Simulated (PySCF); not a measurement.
A side-by-side comparison of computed properties.

First species: C3H11N3Si2.
InChI=1S/C3H11N3Si2/c1-6-3-8(2-4)7-5/h6,8H,3,5,7H2,1H3/t8-/m1/s1

Second species: C5H11FSSi2.
SMILES: `F[Si@@H]1CC(=S)[C@@H](C[SiH3])C1`

Levels: PBE0/pcSseg-1 for HOMO energy, LUMO energy and HOMO–LUMO gap. Geometries: GFN2-xTB. Each structure is a single optimised conformer of the isolated species, non-relativistic unless stated. Electronic properties by PySCF.

Dipoles, sizes and rotational constants follow the conformer. The torsions of the flexible species, by atom-mapped SMILES:
- `[CH3:1][NH:2][CH2:3][Si@@H:4]([C:5]#[N:6])[SiH2:7][NH2:8]`: C1–N2–C3–Si4 180°, N2–C3–Si4–C5 69°, C3–Si4–Si7–N8 -57°, H–N8–Si7–Si4 -47°, H–N8–Si7–Si4 174°

The conformers of `F[Si@@H]1CC(=S)[C@@H](C[SiH3])C1` aren't listed.

```csv
property,column X,column Y
HOMO energy,-6.62 eV,-6.38 eV
LUMO energy,-0.78 eV,-2.14 eV
HOMO–LUMO gap,5.84 eV,4.24 eV
```

Task: Which column belongs to which species?

Result: Column X is the first species and column Y the second. The first has 19 atoms and 78 electrons, the second 20 and 94.

Task: How does each property change from the first species to the second?

Result: HOMO energy +0.24 eV; LUMO energy -1.36 eV; HOMO–LUMO gap -1.60 eV.

